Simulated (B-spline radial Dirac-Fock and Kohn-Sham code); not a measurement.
Relativistic shifts of the levels of Lu³⁺

System: lutetium as Lu³⁺, configuration [Xe] 4f14.

Both columns are ΔSCF binding energies of the configuration average from a B-spline atomic structure program: non-relativistic Hartree-Fock with a point nucleus, and Dirac-Fock with a finite nucleus and the Coulomb interaction alone, averaged over the two j levels with weights 2j+1.

| shell | Hartree-Fock (eV) | Dirac-Fock (eV) | shift (eV) | shift (%) |
| --- | --- | --- | --- | --- |
| 1s | 58936.1 | 63650.3 | +4714.18 | +8.00 |
| 2s | 9708.9 | 10950.5 | +1241.57 | +12.79 |
| 2p | 9267.8 | 9677.3 | +409.47 | +4.42 |
| 3s | 2237.9 | 2542.1 | +304.24 | +13.59 |
| 3p | 2035.5 | 2149.2 | +113.63 | +5.58 |
| 3d | 1662.4 | 1648.3 | -14.08 | -0.85 |
| 4s | 476.9 | 550.6 | +73.68 | +15.45 |
| 4p | 393.1 | 419.2 | +26.10 | +6.64 |
| 4d | 241.9 | 238.8 | -3.09 | -1.28 |
| 4f | 48.18 | 41.76 | -6.42 | -13.33 |
| 5s | 87.48 | 98.27 | +10.79 | +12.33 |
| 5p | 61.72 | 64.18 | +2.46 | +3.99 |

Relativity binds 1s, 2s, 2p, 3s, 3p, 4s, 4p, 5s, 5p more strongly, among those listed most of all 4s in relative terms, and 3d, 4d, 4f more weakly, because the contracted s and p shells screen the nucleus better.

Values without a named source are computed, but for edge energies of neutral atoms, which are taken from tables.
